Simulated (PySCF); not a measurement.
**PySCF run on CdSb**

The script input.py:

```python
from pyscf import gto, scf, mp

mol = gto.M(
    atom='Cd 0 0 0; Sb 0 0 2.765',
    basis='sbkjc',
    ecp={'Cd': 'sbkjc', 'Sb': 'sbkjc'},
    charge=0,
    spin=3,
    symmetry=True,
    verbose=4,
)
mf = scf.UHF(mol)
mf.kernel()
mp.MP2(mf).kernel()
mf.dip_moment()
print('orbital energies (hartree):', [e[max(0, n-3):n+3].round(4) for e, n in zip(mf.mo_energy, mol.nelec)])
```

```bash
$ python input.py
```

Output (some set-up lines and the per-cycle HOMO/LUMO lines with their warnings removed):

```
PySCF version 2.14.0

[INPUT] verbose = 4
[INPUT] num. atoms = 2
[INPUT] num. electrons = 25
[INPUT] charge = 0
[INPUT] spin (= nelec alpha-beta = 2S) = 3
[INPUT] symmetry True subgroup None
[INPUT] Mole.unit = angstrom
[INPUT] Symbol           X                Y                Z      unit          X                Y                Z       unit  Magmom
[INPUT]  1 Cd     0.000000000000   0.000000000000   0.000000000000 AA    0.000000000000   0.000000000000   0.000000000000 Bohr   0.0
[INPUT]  2 Sb     0.000000000000   0.000000000000   2.765000000000 AA    0.000000000000   0.000000000000   5.225092734422 Bohr   0.0

nuclear repulsion = 19.1384163081374
point group symmetry = Coov
symmetry origin: [0.         0.         2.69171444]
symmetry axis x: [1. 0. 0.]
symmetry axis y: [0. 1. 0.]
symmetry axis z: [0. 0. 1.]
num. orbitals of irrep A1 = 15
num. orbitals of irrep E1x = 9
num. orbitals of irrep E1y = 9
num. orbitals of irrep E2x = 3
num. orbitals of irrep E2y = 3
number of shells = 15
number of NR pGTOs = 77
number of NR cGTOs = 39
basis = sbkjc
ecp = {'Cd': 'sbkjc', 'Sb': 'sbkjc'}

******** <class 'pyscf.scf.uhf_symm.SymAdaptedUHF'> ********
method = SymAdaptedUHF
initial guess = minao
damping factor = 0
level_shift factor = 0
DIIS = <class 'pyscf.scf.diis.CDIIS'>
diis_start_cycle = 1
diis_space = 8
diis_damp = 0
SCF conv_tol = 1e-09
SCF conv_tol_grad = None
SCF max_cycles = 50
direct_scf = True
direct_scf_tol = 1e-13
number electrons alpha = 14  beta = 11
Freeze 0 electrons in irreps []
    25 free electrons in irreps A1 E1x E1y E2x E2y
Set gradient conv threshold to 3.16228e-05
init E= -142.94706041024

cycle= 1 E= -139.392768860031  delta_E= 3.55  |g|= 5.66  |ddm|= 17.8

cycle= 2 E= -150.157542406073  delta_E= -10.8  |g|= 6.58  |ddm|= 18.7

cycle= 3 E= -166.427527361215  delta_E= -16.3  |g|= 3.16  |ddm|= 6.04
cycle= 4 E= -169.980647245037  delta_E= -3.55  |g|= 1.65  |ddm|= 2.66
cycle= 5 E= -171.053964654498  delta_E= -1.07  |g|= 0.66  |ddm|= 1.36
cycle= 6 E= -171.288556640536  delta_E= -0.235  |g|= 0.0631  |ddm|= 0.866
cycle= 7 E= -171.296390085071  delta_E= -0.00783  |g|= 0.0278  |ddm|= 0.203
cycle= 8 E= -171.297315941931  delta_E= -0.000926  |g|= 0.00929  |ddm|= 0.0963
cycle= 9 E= -171.297658925019  delta_E= -0.000343  |g|= 0.00328  |ddm|= 0.0893
cycle= 10 E= -171.297719490751  delta_E= -6.06e-05  |g|= 0.00166  |ddm|= 0.0364
cycle= 11 E= -171.297737048885  delta_E= -1.76e-05  |g|= 0.000775  |ddm|= 0.0204
cycle= 12 E= -171.297741970032  delta_E= -4.92e-06  |g|= 0.000222  |ddm|= 0.0119
cycle= 13 E= -171.297742283771  delta_E= -3.14e-07  |g|= 5.12e-05  |ddm|= 0.0031
cycle= 14 E= -171.297742291101  delta_E= -7.33e-09  |g|= 1.05e-05  |ddm|= 0.000401
cycle= 15 E= -171.297742291234  delta_E= -1.34e-10  |g|= 2.8e-06  |ddm|= 3.33e-05
Extra cycle  E= -171.297742291246  delta_E= -1.2e-11  |g|= 1.4e-06  |ddm|= 8.97e-06
converged SCF energy = -171.297742291246  <S^2> = 3.7926014  2S+1 = 4.0212443

******** <class 'pyscf.mp.ump2.UMP2'> ********
nocc = (np.int64(14), np.int64(11)), nmo = (39, 39)
E(UMP2) = -171.507642292938  E_corr = -0.209900001691303
E(SCS-UMP2) = -171.495493432968  E_corr = -0.197751141721767
E_corr(same-spin) = -0.0624563772782256
E_corr(oppo-spin) = -0.147443624413077
Dipole moment(X, Y, Z, Debye):  0.00000,  0.00000, -1.22511
orbital energies (hartree): [array([-0.3249, -0.3249, -0.2545,  0.0485,  0.0485,  0.1128]), array([-0.7503, -0.5417, -0.2945,  0.0084,  0.0084,  0.0213])]
```

In short: E(SCF) = -171.297742 Eh, 15 cycles, E(MP2) − E(SCF) = -0.20990 Eh, ⟨S²⟩ = 3.793, μz(SCF) = -1.23 D.

Wall time 0.71 s on one thread of a shared host.

The bond length is a typed value, not an optimised one. No search for the lowest solution was made.
